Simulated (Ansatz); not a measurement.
**Molecular dynamics of AlCl2HO**

Input file:

```yaml
crystal:
  periodic: [false, false, false]
  atoms:
    - { symbol: Al, position_ang: [-0.029928, -0.098196, 0.10248] }
    - { symbol: Cl, position_ang: [0.244251, 0.027908, 2.180117] }
    - { symbol: Cl, position_ang: [1.843432, 0.147189, -1.039158] }
    - { symbol: O, position_ang: [-1.461069, -0.385513, -0.643586] }
    - { symbol: H, position_ang: [-2.232906, -0.663, -1.125089] }
basis:
  gaussian: { orbitals: "6-31G" }
hamiltonian:
  xc: b3lyp
  dispersion: d4
md:
  timestep: 1.0
  n_steps: 166
  ensemble: nvt_nose_hoover
  temperature: 300.0
  initial_velocities: maxwell_boltzmann
  seed: 676560
  nose_hoover: { tau: 300.0, chain_length: 5 }
```

Launched with:

```bash
$ ansatz run input.yaml --threads 1 --pin off --max-ram 2048MiB --backend cpu --events-out ev --progress --plain --runs-dir out
```

It goes on from the last frame of an earlier run, with new velocities.

Output, in part (step lines, the closing report, with atoms numbered from 0):

```
md step     0: t =     0.00 fs  T =   300.0 K  F+E_penalty+E_count = -33708.41604671 eV  E_kin = 0.116334 eV  conserved = -33708.29971271 eV  (24 SCF iters)
[... lines left out ...]
Total energy: -33708.37882041 eV, -1238.7600732901 hartree
Atom 0 at    -0.002841    -0.098668     0.126238 Å, force     1.432647     0.085614    -1.025074 eV/Å
Atom 1 at     0.208659     0.025454     2.220956 Å, force     0.061054     0.062951     1.048307 eV/Å
Atom 2 at     1.841758     0.147509    -1.096116 Å, force    -0.523813    -0.082610     0.366364 eV/Å
Atom 3 at    -1.417701    -0.409657    -0.667784 Å, force    -0.805789     0.141341    -0.266610 eV/Å
Atom 4 at    -2.335713    -0.192093    -0.810080 Å, force    -0.164099    -0.207296    -0.122986 eV/Å
Dipole moment:    -0.700128     0.078537    -0.045219 e Å
```

The steps, from the saved trajectory:

```
time (fs)  T (K)  potential energy less start (eV)  conserved less start (meV/atom)
        0    300                             0.000                             0.00
        5    376                            -0.030                            -0.01
       10    295                             0.002                             0.03
       15    173                             0.049                             0.05
       20    137                             0.063                             0.03
       25    182                             0.046                             0.03
       30    287                             0.005                             0.04
       35    394                            -0.036                             0.00
       40    357                            -0.022                             0.00
       45    222                             0.031                             0.04
       50    148                             0.060                             0.05
       55    152                             0.058                             0.04
       60    184                             0.046                             0.04
       65    278                             0.009                             0.02
       70    353                            -0.020                            -0.01
       75    269                             0.013                             0.03
       80    161                             0.055                             0.07
       85    228                             0.029                             0.02
       90    322                            -0.007                            -0.02
       95    290                             0.005                             0.04
      100    281                             0.009                             0.01
      105    219                             0.033                            -0.01
      110     94                             0.082                             0.05
      115    123                             0.071                             0.06
      120    291                             0.006                             0.01
      125    349                            -0.017                            -0.02
      130    241                             0.026                             0.03
      135    187                             0.047                             0.04
      140    193                             0.045                             0.03
      145    175                             0.052                             0.05
      150    237                             0.028                             0.03
      155    360                            -0.019                             0.00
      160    371                            -0.023                             0.01
      165    242                             0.028                             0.05
```

The run went to its last step. The conserved energy stayed within 0.077 meV per atom of its start (net change 0.037 meV per atom), so the integration is sound. The mean temperature of the second half is 18 % below the set value. A run of 0.17 ps of so small a system gives no equilibrium averages. Limits of this set-up: no polarisation functions.

The same pairs are bonded in the first frame and the last. Pairs count as bonded within 1.25 times the sum of covalent radii (0.12 Å more for H–H).

Last frame:

```xyz
5
Properties=species:S:1:pos:R:3
Al -0.003 -0.099 0.126
Cl 0.209 0.025 2.221
Cl 1.842 0.147 -1.096
O -1.418 -0.410 -0.668
H -2.336 -0.192 -0.810
```

Run time: 9.9 min on 1 thread of Arm Neoverse N1, on a shared host, peak memory 0.11 GiB.
